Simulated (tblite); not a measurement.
Species: C4H5ClFGe (doublet state).
Atom-mapped SMILES: `[F:1][Ge:2]1[CH:3]=[CH:4][C@@H:5]([Cl:6])[CH2:7]1` (hydrogens: H8 on C3; H9 on C4; H10 on C5; H11, H12 on C7)
Bond orders are those of one Lewis drawing.

Computed with GFN2-xTB (tblite), gas phase: L-BFGS steps from a force-field or distance-geometry start until the largest atomic force falls under 0.01 eV/Å.

Step 5: E = -606.8448 eV
```
atom  x, y, z in Å  |  force x, y, z in eV/Å
F1     -0.0096    3.1242    0.4206    0.035  -0.136   0.043
Ge2     0.0994    1.6710   -0.6906   -0.007   0.162   0.456
C3      1.5376    0.4503    0.1142    0.021  -0.001  -0.156
C4      1.0223   -0.7678    0.1532   -0.013   0.067  -0.106
C5     -0.3972   -0.9280   -0.3446   -0.085  -0.024  -0.107
Cl6    -1.1206   -2.5069    0.1334    0.106   0.063   0.145
C7     -1.2521    0.2348    0.0750    0.001   0.137  -0.176
H8      2.5478    0.7179    0.3724    0.008  -0.080   0.006
H9      1.5634   -1.6595    0.4677   -0.200   0.190   0.053
H10    -0.3821   -0.9410   -1.4438    0.031  -0.281   0.051
H11    -2.2065    0.2751   -0.4362   -0.090  -0.113  -0.031
H12    -1.4011    0.3293    1.1527    0.194   0.017  -0.177
```

Step 6: E = -606.8679 eV
```
atom  x, y, z in Å  |  force x, y, z in eV/Å
F1     -0.0078    3.1289    0.4390    0.028  -0.086   0.087
Ge2     0.1045    1.6990   -0.6879   -0.022  -0.081   0.429
C3      1.5408    0.4557    0.1084   -0.037  -0.115  -0.128
C4      1.0142   -0.7608    0.1494    0.256   0.166  -0.044
C5     -0.3943   -0.9298   -0.3457   -0.276   0.043  -0.374
Cl6    -1.1144   -2.5074    0.1436    0.079   0.058   0.197
C7     -1.2487    0.2400    0.0605   -0.090   0.060  -0.123
H8      2.5554    0.7099    0.3728   -0.073  -0.082  -0.021
H9      1.5468   -1.6558    0.4719   -0.148   0.223   0.046
H10    -0.3833   -0.9716   -1.4490    0.046  -0.176   0.178
H11    -2.2174    0.2641   -0.4287    0.012  -0.073  -0.092
H12    -1.3946    0.3271    1.1397    0.226   0.064  -0.153
```

Problem. Estimate the geometry and energy of step 7. (The exact step hangs on the optimiser's Hessian estimate; all steps are aligned on step 6, rigid shifts and turns removed.)

Solution. E = -606.8896 eV, largest force 0.541 eV/Å
```
atom  x, y, z in Å  |  force x, y, z in eV/Å
F1     -0.0053    3.1304    0.4578    0.016   0.013   0.194
Ge2     0.1084    1.7240   -0.6738   -0.031  -0.296   0.251
C3      1.5443    0.4604    0.0994   -0.079  -0.138  -0.071
C4      1.0077   -0.7523    0.1430    0.316   0.185  -0.022
C5     -0.3957   -0.9309   -0.3512   -0.293   0.093  -0.445
Cl6    -1.1064   -2.5061    0.1578    0.039   0.049   0.242
C7     -1.2468    0.2469    0.0432   -0.146  -0.048  -0.065
H8      2.5610    0.7007    0.3730   -0.108  -0.064  -0.043
H9      1.5282   -1.6476    0.4774   -0.056   0.182   0.048
H10    -0.3833   -1.0047   -1.4523    0.039  -0.068   0.165
H11    -2.2281    0.2520   -0.4241    0.083  -0.010  -0.144
H12    -1.3829    0.3264    1.1239    0.220   0.101  -0.109
```

The energy changes by -0.0217 eV. The first-order estimate −F·Δx gives -0.0301 eV and the mean of the old and new forces, exact on a quadratic surface, -0.0218 eV. The step makes an angle of 61° with the force vector and moves no atom by more than 0.033 Å.

What follows is the cost of the whole relaxation. The run took 0.31 s on Arm Neoverse V2, one thread, shared host with 96 logical CPUs at a one-minute load of 72.
